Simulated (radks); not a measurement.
Problem. Valence configurations of Re I (all share [Xe]). Method: Dirac Kohn-Sham, BLYP, spin-unpolarised, spherical densities, point nucleus; open shells fill j = l - 1/2 first; computed with a radial shooting solver on a logarithmic mesh with Libxc functionals. Order these by energy: 4f14 5d5 6p2; 4f12 5d5 6s2 6p2; 4f14 5d5 6s2; 4f14 5d5 6s1 6p1; 4f13 5d4.5 6s2 6p1.5; 4f14 5d3 6s2 6p2; 4f14 5d3.5 6s2 6p1.5; 4f13 5d5.5 6s1 6p1.5; 4f14 5d4.5 6s1 6p1.5; 4f13 5d6 6s2.

Solution. From the lowest, in eV above it: 4f14 5d5 6s2 0.000; 4f14 5d5 6s1 6p1 4.276; 4f14 5d4.5 6s1 6p1.5 6.292; 4f14 5d3.5 6s2 6p1.5 7.028; 4f14 5d5 6p2 8.788; 4f14 5d3 6s2 6p2 10.666; 4f13 5d6 6s2 39.932; 4f13 5d5.5 6s1 6p1.5 46.909; 4f13 5d4.5 6s2 6p1.5 48.196; 4f12 5d5 6s2 6p2 103.04. NIST lists [Xe] 4f14 5d5 6s2 as the ground configuration; this level of theory agrees among the configurations tried. The energies are those of spherical spin-averaged densities, not of single terms.
